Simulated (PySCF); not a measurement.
PySCF 2.14 output of an unrestricted BP86 calculation on a single atom or ion in jorge-DZP-DKH (8s6p2d1f, 43 functions), with the spin-free X2C one-electron Hamiltonian (Gaussian nucleus):

```
SCF conv_tol = 1e-09
number electrons alpha = 18  beta = 16
    A. D. Becke.,  Phys. Rev. A 38, 3098 (1988)
    J. P. Perdew.,  Phys. Rev. B 33, 8822 (1986)
cycle= 1 E= -2788.78488094133  delta_E= -0.0137  |g|= 0.102  |ddm|= 0.176
cycle= 2 E= -2788.7851489058  delta_E= -0.000268  |g|= 0.0772  |ddm|= 0.0288
cycle= 3 E= -2788.78552434301  delta_E= -0.000375  |g|= 0.00365  |ddm|= 0.0193
cycle= 4 E= -2788.7855268567  delta_E= -2.51e-06  |g|= 0.000116  |ddm|= 0.00431
cycle= 5 E= -2788.78552685854  delta_E= -1.83e-09  |g|= 5.64e-06  |ddm|= 8.79e-05
cycle= 6 E= -2788.78552685854  delta_E= -5.91e-12  |g|= 3.77e-07  |ddm|= 7.61e-06
converged SCF energy = -2788.78552685854  <S^2> = 2.0002029  2S+1 = 3.0001353
```

The run itself started from symmetry-adapted Hartree-Fock orbitals and held the occupation by maximum overlap, on a logarithmic radial grid, so the iterations belong to that start.

Task: Which element, charge and spin multiplicity is this?

Result: Kr²⁺ (krypton, charge +2), multiplicity 3; the state was [Ar] 3d10 4s2 4p4, high-spin 3P determinant.
